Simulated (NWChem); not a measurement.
Si2H2F4; SMILES F[SiH](F)[SiH](F)F

Results from NWChem. Structure relaxed at the PBE-D3(BJ)/def2-SVP level. One conformer.

Diagonal of the polarisability tensor at B3LYP/def2-SVPD, 589 nm: 57.47, 52.92, 47.79 bohr³.

Task: Find the mean polarisability volume, the molar refraction, and the refractive index that an ideal gas of it would have at 273.15 K and 1 atm.

Result: 
1. Mean: one third of the trace = 52.72 bohr³ × 0.14818 Å³/bohr³ = 7.81 Å³.
2. Molar refraction (Lorentz-Lorenz): (4π/3) N_A α = 19.7 cm³/mol.
3. Number density p/kT = 2.687 × 10⁻⁵ Å⁻³; n − 1 = 2π N α = 13.19 × 10⁻⁴.
